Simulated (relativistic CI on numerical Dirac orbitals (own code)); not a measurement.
Method of calculation: Dirac-Coulomb-Breit CI, orbitals from a KLI potential per configuration, a model potential for QED, unscaled Slater integrals (own radial code, finite nucleus).

CI space (outside the closed core 1s2): 2s2.2p3, 2s.2p4, 2p5, 2p4.3s, 2s2.2p2.3s, 2p4.3p, 2s2.2p2.3p, 2p4.3d, 2s2.2p2.3d, 2s.2p3.3s, 2s.2p3.3p, 2s.2p3.3d, 2s2.2p2.4s, 2s2.2p2.4p, 2s2.2p2.4d, 2s2.2p2.4f, 2s2.2p.3s2, 2s2.2p.3s.3p, 2s.2p3.4s, 2s2.2p2.5s, 2s2.2p.3s.3d, 2s2.2p.3p2, 2s.2p3.4p, 2s2.2p2.5p, 2s2.2p2.5d, 2s2.2p2.5f, 2s2.2p2.5g, 2s.2p3.4d, 2s.2p3.4f, 2s2.2p.3p.3d, 2s.2p2.3s2, 2s2.2p.3d2, 2s.2p2.3s.3p, 2s.2p2.3s.3d, 2s.2p2.3p2, 2s.2p2.3p.3d. Levels of other configurations are missing.

At this charge energies of transitions that change n are usually good to better than 1 %, and those within a shell (Δn = 0) to a few per cent.

Outline of the computed level scheme of Tl LXXV. Lowest level of each configuration: 2s2.2p3 2P°_3/2 at 0.0 eV; 2s.2p4 4P_5/2 at 2529.6 eV; 2p5 2P°_3/2 at 5262.2 eV; 2s2.2p2.3s 4P_1/2 at 10548.2 eV; 2s2.2p2.3p 2P°_1/2 at 10670.3 eV; 2s2.2p2.3d 2D_3/2 at 11413.6 eV; 2s.2p3.3s 4P°_5/2 at 13051.8 eV; 2s.2p3.3p 4P_3/2 at 13185.2 eV.

Some strong electric-dipole decays among the lowest 45 levels: 2s2.2p2.3d 2D_5/2 → 2s2.2p3 2P°_3/2 (2.1e+15 s⁻¹); 2s.2p3.3p 2P_1/2 → 2s2.2p3 2P°_3/2 (7.9e+14 s⁻¹); 2s.2p3.3p 2D_5/2 → 2s2.2p3 2P°_3/2 (7.7e+14 s⁻¹); 2s.2p3.3p 2D_3/2 → 2s2.2p3 2P°_3/2 (5.1e+14 s⁻¹); 2s2.2p2.3d 4F_3/2 → 2s2.2p3 2P°_3/2 (3.8e+14 s⁻¹); 2s2.2p2.3d 2D_3/2 → 2s2.2p3 2P°_3/2 (3.8e+14 s⁻¹); 2s2.2p2.3s 4P_1/2 → 2s2.2p3 2P°_3/2 (3.7e+14 s⁻¹); 2s2.2p2.3s 2P_1/2 → 2s2.2p3 4S°_3/2 (3.1e+14 s⁻¹).

LS names give the leading component of a level, which can be under half, so a name can repeat, a term be missing and a line seem to break the LS rules.
